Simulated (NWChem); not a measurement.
System: C2H5NOSi; SMILES C[SiH2]OC#N

Input file for NWChem:

```
start job
memory heap 200 mb stack 900 mb global 1100 mb
geometry units angstroms noautoz
  C     -1.191487    -1.632290     0.117592
  Si     0.558702    -1.013703    -0.093876
  O      0.685379     0.602528     0.505208
  C     -0.002688     1.581068     0.020131
  N     -0.613374     2.485286    -0.393393
  H     -1.901850    -1.004461    -0.431685
  H     -1.486456    -1.641188     1.172304
  H     -1.278961    -2.655379    -0.268629
  H      1.545032    -1.730775     0.741249
  H      0.980005    -0.987906    -1.515074
end
basis spherical
  * library def2-svp
end
dft
  xc b3lyp
  iterations 150
  mulliken
end
task dft energy
```

All runs use the structure optimised with B3LYP/6-31G* (spherical d).

Task: Predict the main results of this run. (B3LYP/def2-SVP.) Quantities: energy (Ha); highest occupied level (eV); orbital gap (eV); dipole (D).

Result: The energy (Ha) comes out as -498.47, the highest occupied level (eV) is -8.13 and the orbital gap (eV) comes out as 7.93. The dipole (D) is 4.78.
